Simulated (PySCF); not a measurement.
C₄H₇O₂, SMILES O1CCO[CH]C1, multiplicity 2.

The structure is a stationary point at PBE-D3(BJ)/def2-SVP. The isomer is the one that the SMILES or the coordinates give; other isomers of the formula were not compared. The values are those of a single conformer.

Two levels are set side by side: PBE/def2-TZVP (PySCF) and M06-2X/def2-TZVP (PySCF). Same geometry, gas phase. Differences are taken from unrounded values.

```tsv
quantity	M06-2X	PBE	PBE minus M06-2X
α-spin orbital gap (eV)	8.57	4.39	-4.17
β-spin orbital gap (eV)	8.79	3.83	-4.96
dipole moment (D)	0.92	0.90	-0.02
mean polarisability (bohr³)	53.8	57.6	3.8
```

Loosely held outer electrons make PBE densities more polarisable. Differences between two approximate levels are no errors against the true value.

Rough cost on one machine, each run with all the roots and properties that it gave: M06-2X against PBE about 2 times.
